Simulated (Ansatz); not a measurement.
`O[SiH](F)[SiH2]F` + `BC[SiH](O)F` → `O[Si@H](F)[Si@H](O)F` + `BC[SiH2]F`  (redistribution)

Gas-phase electronic energies from Ansatz, PBE0-D4/def2-TZVP geometries. CCSD(T)/CBS adds triple-zeta CCSD(T) − MP2 to the extrapolated MP2 energy (def2 sets, frozen cores). Functionals use def2-TZVPP. Each species was taken in one conformer, which may not be the lowest.

`O[SiH](F)[SiH2]F`:

Cartesian coordinates in Å:
```
O -0.543 1.887 0.460
Si -0.913 0.296 0.472
F -0.977 -0.261 1.972
Si 0.758 -0.909 -0.674
F 2.140 -0.126 -0.396
H 0.369 2.145 0.608
H -2.276 0.184 -0.093
H 0.919 -2.310 -0.208
H 0.525 -0.907 -2.142
```

`BC[SiH](O)F`:

Z-matrix (Å, degrees):
```
C
Si 1 1.871
B 1 1.536 2 109.3
H 1 1.096 2 103.1 3 121.8
H 1 1.095 2 104.8 3 -123.3
F 2 1.598 1 106.4 3 168.8
O 2 1.631 1 113.0 3 47.9
H 2 1.474 1 113.6 3 -73.1
H 3 1.198 1 120.6 2 -92.4
H 3 1.197 1 120.9 2 84.4
H 7 0.958 2 119.6 1 43.4
```

`O[Si@H](F)[Si@H](O)F`:

```xyz
10

O    -0.657    1.423    1.327
Si   -0.736    0.997   -0.254
F    -2.252    0.711   -0.684
Si    0.493   -0.992   -0.611
O     1.246   -1.435    0.775
F     1.565   -0.697   -1.764
H    -0.862    0.760    1.989
H    -0.273    2.188   -1.000
H    -0.295   -2.176   -1.020
H     1.769   -0.780    1.241
```

`BC[SiH2]F`:

Cartesian coordinates in Å:
```
B -0.059 -0.918 1.290
C 0.192 0.433 0.601
Si -0.088 0.318 -1.245
F 0.206 1.762 -1.875
H 0.824 -1.718 1.407
H -1.154 -1.213 1.675
H 1.228 0.780 0.681
H -0.500 1.222 0.916
H -1.494 -0.026 -1.566
H 0.843 -0.641 -1.884
```

| species | PBE-D4 energy (Eh) |
| --- | --- |
| `O[SiH](F)[SiH2]F` | -856.04860 |
| `BC[SiH](O)F` | -530.92301 |
| `O[Si@H](F)[Si@H](O)F` | -931.29447 |
| `BC[SiH2]F` | -455.67353 |

Problem. Work out ΔE.

Solution. ΔE = (-931.29447) + (-455.67353) − (-856.04860) − (-530.92301) = 0.00361 Eh = +0.10 eV. CCSD(T)/CBS gives +0.11 eV.

Problem. What do rigid-rotor, harmonic-oscillator terms from PBE0-D4/def2-TZVP frequencies (298.15 K, 1 bar) make of the CCSD(T)/CBS value? (Estimate.)

Solution. Ansatz gave: ΔZPE = +0.01 eV, ΔH = +0.11 eV, ΔS = -4 J/(mol·K), ΔG = +0.13 eV. Modes under 50 cm⁻¹ make the entropy rough.

Largest T1 diagnostic among the species: 0.013.

Leaving LDA and LC-ωPBE aside and taking each functional with its dispersion term where it has one, the values, not all of them listed here, spread over 0.04 eV, from BLYP-D4 to B97M-V. At CCSD(T), def2-SVP lies +0.04 eV from the extrapolated value and def2-TZVPP +0.00 eV.
